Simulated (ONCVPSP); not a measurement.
What one change does to a pseudopotential (Ir, ONCV)

| Property | Result |
| --- | --- |
| Element | Ir (Z = 77) |
| Generator | ONCVPSP 4.0.1 |
| Type | optimised norm-conserving Vanderbilt (ONCV) |
| Functional | PBE |
| Relativity | scalar-relativistic |
| Frozen core | [Kr] 4d10 4f14 |
| Valence charge | 17 |
| Reference configuration | 5s2 5p6 5d7 6s2 |
| Partial waves | 5s+6s: rc 1.85 bohr, ncon 3, nbas 6, qcut 6 1/bohr, 2 projectors; 5p: rc 1.50 bohr, ncon 4, nbas 8, qcut 10.3 1/bohr, 2 projectors, debl 3 Ha; 5d: rc 2.30 bohr, ncon 5, nbas 10, qcut 5.8 1/bohr, 2 projectors, debl 1.5 Ha |
| Local potential | polynomial inside 1.20 bohr (lpopt 5, dvloc0 3 Ha) |
| Core correction | none |

Change: d: qcut 3.7.

Cutoffs: the cutoffs (Ha) at which the residual kinetic energy of the hardest occupied pseudo-wave falls to 1 and 0.1 mHa per electron; they do not see the model core or the augmentation charge, which bear on the density cutoff. Errors are all-electron minus pseudo energies relative to the spin-unpolarised reference configuration.

Question: What does the change do?

Answer: The potential gets harder (34 Ha and 40 Ha → 67 Ha and 75 Ha); of the 4 tests that both files solve, the error grows in 2 and shrinks in 1 by more than 15 % and 0.3 meV (median size 9.5 → 11.8 meV); neither file shows a bound ghost.

| quantity | base | changed |
| --- | --- | --- |
| cutoff, loose | 34 Ha | 67 Ha |
| cutoff, tight | 40 Ha | 75 Ha |
| loose cutoff by channel | s 11 Ha, p 34 Ha, d 14 Ha | s 11 Ha, p 34 Ha, d 67 Ha |
| bound ghosts | none | none |
| GHOST(+) flags under 300 eV | s at 122.6 eV | s at 122.6 eV |
| error for 5s2 5p6 5d7 6s1, meV [ΔE 9.88 eV] | -4.1 | -3.0 |
| error for 5s2 5p6 5d7 6s0, meV [ΔE 27.35 eV] | -15 | -17 |
| error for 5s2 5p6 5d6 6s0, meV [ΔE 57.89 eV] | -20 | -36 |
| error for 5s2 5p6 5d7.5 6s1.5, meV [ΔE -0.29 eV] | -1.2 | +6.6 |
| s: phases at 1.88 bohr within 0.05 rad from the reference energy up to (Ha; the scan ends near 5) | 3.7 | 3.7 |
| p: phases at 1.52 bohr within 0.05 rad from the reference energy up to (Ha; the scan ends near 5) | to the end of the scan | to the end of the scan |
| d: phases at 2.33 bohr within 0.05 rad from the reference energy up to (Ha; the scan ends near 5) | to the end of the scan | to the end of the scan |
